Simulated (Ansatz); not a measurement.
Stepwise reaction of `N[Si](O)(O)F` with hydrogen fluoride, as a gas-phase model of exchange steps in deposition or etching. ΔE in kJ/mol; ΔG adds harmonic PBE0-D4 terms to CCSD(T)/CBS, at 1 bar.

Gas-phase electronic energies from Ansatz, PBE0-D4/def2-TZVP geometries. CCSD(T)/CBS is the MP2 limit (def2-TZVPP, def2-QZVPP) plus CCSD(T) − MP2 in def2-TZVPP, frozen cores. This one scheme is used for every species. Functionals use def2-TZVPP. B3LYP here is the variant with VWN-RPA as its local correlation; programs differ in this. Each species was taken in one conformer, which may not be the lowest.

```csv
step,reaction,PBE-D4,B3LYP-D4,ωB97M-V,CCSD(T)/CBS,ΔG(600 K)
1,`N[Si](O)(O)F` + H–F → `N[Si](O)(F)F` + H₂O,-38.5,-40.6,-40.4,-40.5,-43.2
```

Question: Give the row of step 2, `N[Si](O)(F)F` + H–F → `N[Si](F)(F)F` + H₂O. (An estimate is asked.)

Answer: Ansatz gave: 
```csv
step,reaction,PBE-D4,B3LYP-D4,ωB97M-V,CCSD(T)/CBS,ΔG(600 K)
2,`N[Si](O)(F)F` + H–F → `N[Si](F)(F)F` + H₂O,-35.0,-37.4,-37.3,-37.2,-44.8
```

Question: By hand: ΔE of the 2 steps together at CCSD(T)/CBS.

Answer: (-40.5) + (-37.2) = -77.7 kJ/mol, or -38.9 kJ/mol a step.

In ΔE the steps differ by no more than 3.3 kJ/mol. All are downhill at CCSD(T)/CBS. ΔG lies between -44.8 and -43.2 kJ/mol a step. PBE-D4 differs from CCSD(T)/CBS by 2.0 to 2.2 kJ/mol a step. Isolated molecules leave out the surface, adducts and barriers. Largest T1 diagnostic: 0.011.
